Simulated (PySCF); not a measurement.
C5H8F2O2Si.
Structure used (GFN2-xTB), in Å, numbered top down from 1:
```xyz
18
C5H8F2O2Si angstrom
O      2.624    0.014   -1.055
C      2.471   -0.553   -0.014
O      1.371   -0.625    0.710
C      0.168    0.001    0.235
C      0.388    1.512    0.136
F     -0.771    2.118   -0.225
F      0.726    2.035    1.339
C     -1.009   -0.328    1.164
Si    -2.136   -0.635   -0.353
C     -0.372   -0.547   -1.096
H      3.263   -1.121    0.505
H      1.162    1.793   -0.590
H     -1.240    0.469    1.866
H     -0.779   -1.221    1.740
H     -2.767   -1.951   -0.409
H     -3.009    0.470   -0.717
H      0.065   -1.522   -1.303
H     -0.163    0.095   -1.947
```

NICS is the negative of the GIAO shielding at a point without a nucleus: at the ring centre (0) and 1 Å above and below it (1); zz is the component along the ring normal. Level: GIAO PBE0/pcSseg-1 (PySCF, non-relativistic, gas phase) on the GFN2-xTB geometry, one conformer.

Ring bond lengths (Å), with Mayer bond orders in brackets: C4–C8 1.535 (0.96), C8–Si9 1.915 (0.92), Si9–C10 1.916 (0.91), C10–C4 1.537 (0.97).

Question: Give the NICS values of each ring in ppm.

Answer: 
```json
{"ring": "C4–C8–Si9–C10", "type": "4-membered ring with Si; formal bonds all single", "NICS(0)": "-1.1", "NICS(1), two faces": "-0.8 / -2.5", "NICS(1)zz, two faces": "5.2 / -3.7", "rms pucker (Å)": "0.10", "centre to ring atoms, mean (Å)": "1.21"}
```

Question: What do they say, and how far can they be read as aromaticity?

Answer: 
- C4–C8–Si9–C10: mean NICS(1)zz 0.7 ppm, near zero. C4, C8, Si9, C10 have four or more neighbours; no verdict on aromaticity is drawn. The two faces differ by 8.9 ppm, so no symmetry operation interchanges them.
